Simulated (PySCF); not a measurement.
**Energy of Ta(2+) (tantalum, charge +2) between two integer charges**

The 5d alpha orbital of [Xe] 4f14 5d3 is emptied in steps (occupation f), with all orbitals relaxed, ending at [Xe] 4f14 5d2. Calculation: PySCF 2.14, in def2-TZVPPD with the def2 core potential (60 electrons); a scalar-relativistic core potential. The exact energy is a straight line in f; departures are measured from the line between the end points of the same method.

```json
{"f": "1", "PBE0 (eV)": "0.000", "r2SCAN (eV)": "0.000", "LC-wPBE (eV)": "0.000"}
{"f": "0.9", "PBE0 (eV)": "-0.334", "r2SCAN (eV)": "-0.430", "LC-wPBE (eV)": "-0.078"}
{"f": "0.7", "PBE0 (eV)": "-0.781", "r2SCAN (eV)": "-1.004", "LC-wPBE (eV)": "-0.182"}
{"f": "0.5", "PBE0 (eV)": "-0.931", "r2SCAN (eV)": "-1.195", "LC-wPBE (eV)": "-0.216"}
{"f": "0.3", "PBE0 (eV)": "-0.783", "r2SCAN (eV)": "-1.002", "LC-wPBE (eV)": "-0.180"}
{"f": "0.1", "PBE0 (eV)": "-0.336", "r2SCAN (eV)": "-0.428", "LC-wPBE (eV)": "-0.077"}
{"f": "0", "PBE0 (eV)": "0.000", "r2SCAN (eV)": "0.000", "LC-wPBE (eV)": "0.000"}
```

Q: For PBE0, how does the orbital energy at f = 1 compare with the removal energy?

A: −ε = 20.654 eV against a total-energy difference of 24.359 eV. By Janak's theorem ε = ∂E/∂f, so the gap between them reflects the curvature. Along the path −ε is 21.387 (f = 0.9), 22.864 (f = 0.7), 24.352 (f = 0.5), 25.845 (f = 0.3), 27.343 (f = 0.1) eV.

| method | E(f=0) − E(f=1) (eV) | −ε at f=1 (eV) | −ε at f=0.5 (eV) |
| --- | --- | --- | --- |
| PBE0 | 24.359 | 20.654 | 24.352 |
| r2SCAN | 24.350 | 19.577 | 24.353 |
| LC-wPBE | 24.208 | 23.339 | 24.212 |

Reference removal energy between the ground levels: 23.1 ± 1.6 eV (theoretical estimate listed by NIST; NIST Atomic Spectra Database, ionization energies). The calculation has no spin-orbit coupling. The determinant left behind need not be the lowest term of the ion.
